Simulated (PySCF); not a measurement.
C10H7N3, SMILES C1=CC2=NC=CC3=CC=NC(=C1)N32.

Geometry: PBE-D3(BJ)/def2-SVP.

These are PBE-D3(BJ)/def2-SVP in PySCF values and carry that method's errors.

Frequencies are harmonic and unscaled.

```
mode  ν (cm⁻¹)  IR (km/mol)  moving atoms (share of kinetic energy)
----  --------  -----------  --------------------------------------
1          111          2.5                  C 50 %, N 39 %, H 11 %
2          142          0.0                          C 78 %, H 17 %
3          199          0.0                  C 59 %, N 27 %, H 14 %
4          233          3.6                  C 50 %, N 31 %, H 19 %
5          435          1.3                  C 61 %, N 25 %, H 13 %
6          457          0.0                  C 61 %, H 27 %, N 11 %
7          460         14.0                  C 68 %, N 20 %, H 12 %
8          467          5.6                  N 41 %, C 40 %, H 18 %
9          472          1.0                          C 64 %, N 33 %
10         480          4.0                  C 54 %, N 26 %, H 20 %
11         484          2.4                          C 77 %, N 17 %
12         582          6.3                          C 68 %, N 25 %
13         635          0.0                          C 79 %, N 13 %
14         666          0.0                          C 66 %, H 33 %
15         695          0.0                  C 65 %, N 17 %, H 17 %
16         737          0.0                          H 85 %, C 14 %
17         763         39.7                          H 70 %, C 24 %
18         774          0.4                  C 80 %, N 10 %, H 10 %
19         799          1.1                  C 54 %, N 35 %, H 11 %
20         799         26.2                          H 61 %, C 33 %
21         826         17.8                  C 68 %, N 20 %, H 12 %
22         828         35.0                          C 69 %, N 24 %
23         846          0.0                          H 63 %, C 35 %
24         949          0.0                          H 68 %, C 32 %
25         956          1.6                          H 69 %, C 31 %
26         971          0.0                          H 75 %, C 25 %
27        1020         22.5                  N 44 %, C 32 %, H 24 %
28        1046          3.9                  C 58 %, H 30 %, N 13 %
29        1072          0.0                  H 58 %, C 28 %, N 14 %
30        1082         18.2                  H 49 %, N 26 %, C 25 %
31        1102          9.5                  H 75 %, C 12 %, N 12 %
32        1109          0.1                  H 51 %, N 34 %, C 15 %
33        1169          0.3                          C 62 %, N 32 %
34        1209          0.1                          H 48 %, C 46 %
35        1224          0.3                  C 57 %, H 31 %, N 12 %
36        1232          5.4                          H 56 %, C 37 %
37        1262         17.9                   C 48 %, H 44 %, N 8 %
38        1308         81.6                  C 45 %, H 32 %, N 23 %
39        1352         21.2                   C 68 %, H 24 %, N 8 %
40        1388          0.3                  C 46 %, H 40 %, N 13 %
41        1397         10.2                   C 50 %, H 41 %, N 8 %
42        1493         10.5                          C 76 %, H 21 %
43        1507         30.1                          C 72 %, N 20 %
44        1587          1.3                          C 77 %, N 16 %
45        1598         34.6                                  C 85 %
46        1640        561.3                                  C 91 %
47        1652        598.5                          C 77 %, N 20 %
48        3075         42.6                           H 92 %, C 8 %
49        3075         19.6                           H 92 %, C 8 %
50        3127          9.2                           H 92 %, C 8 %
51        3157          0.1                           H 91 %, C 9 %
52        3160          1.7                           H 91 %, C 9 %
53        3173          0.1                           H 92 %, C 8 %
54        3175          1.0                           H 91 %, C 9 %
```
